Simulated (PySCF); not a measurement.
Working out the ionisation energy of Zn⁺

Zn⁺ [Ar] 3d10 4s1 (2S) → Zn²⁺ [Ar] 3d10 (1S). All numbers are calculated (PySCF 2.14, the spin-free X2C one-electron Hamiltonian (Gaussian nucleus), in cc-pVTZ-DK). Frozen: [Ar]. Energies in hartree (1 hartree = 27.21139 eV):

```csv
part,Zn⁺ (lower),Zn²⁺ (upper)
UHF,-1793.980580,-1793.361079
MP2 opposite-spin,-0.295647,-0.276526
MP2 same-spin,-0.173838,-0.159597
```

Question: What does Hartree-Fock give?

Answer: (-1793.361079) − (-1793.980580) = 0.619501 hartree = 16.857 eV.

Question: What do MP2 and SCS-MP2 (6/5 opposite-spin, 1/3 same-spin) give?

Answer: The opposite-spin parts differ by 0.520 eV and the same-spin parts by 0.388 eV. MP2: 16.857 + (0.520) + (0.388) = 17.765 eV. SCS-MP2: 16.857 + 1.2 × (0.520) + (0.388)/3 = 17.610 eV.

Measured between the centres of the two terms (NIST): 17.964 eV, so MP2 (valence) is off by -0.199 eV.

What remains against the reference includes basis incompleteness, the frozen core and correlation beyond second order.
